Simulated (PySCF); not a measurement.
H7ClOSi3, SMILES [SiH3]O[SiH2][SiH2]Cl, singlet, GFN2-xTB optimised geometry.

```
12

Si     1.38    -2.07    -0.04
O      0.55    -0.68    -0.01
Si     0.16     0.90     0.00
Si    -2.14     0.90     0.00
Cl    -2.79     2.82     0.00
H      2.79    -1.77    -0.24
H      0.81    -2.82    -1.15
H      1.13    -2.69     1.26
H      0.81     1.48     1.19
H      0.81     1.49    -1.18
H     -2.79     0.28    -1.16
H     -2.78     0.28     1.17
```

Density from PySCF with PBE0/def2-TZVP at that geometry.

Minimum of the electron density along straight lines between bonded atoms, close to the bond critical point (lines longer than 1.1 times the sum of covalent radii, or with two minima, are not listed):

```tsv
bond	length / Å	ρ at the minimum / e bohr⁻³	∇²ρ there / e bohr⁻⁵	position (fraction from the first atom)
Si1–O2	1.620	0.138	0.95	0.42
O2–Si3	1.621	0.138	0.94	0.59
Si3–Si4	2.303	0.102	-0.17	0.37
Si4–Cl5	2.033	0.100	0.28	0.36
Si1–H6	1.461	0.127	0.18	0.49
Si1–H7	1.461	0.127	0.18	0.49
Si1–H8	1.460	0.127	0.18	0.49
Si3–H9	1.469	0.125	0.17	0.49
Si3–H10	1.469	0.125	0.17	0.49
Si4–H11	1.469	0.125	0.17	0.49
Si4–H12	1.469	0.125	0.17	0.49
```
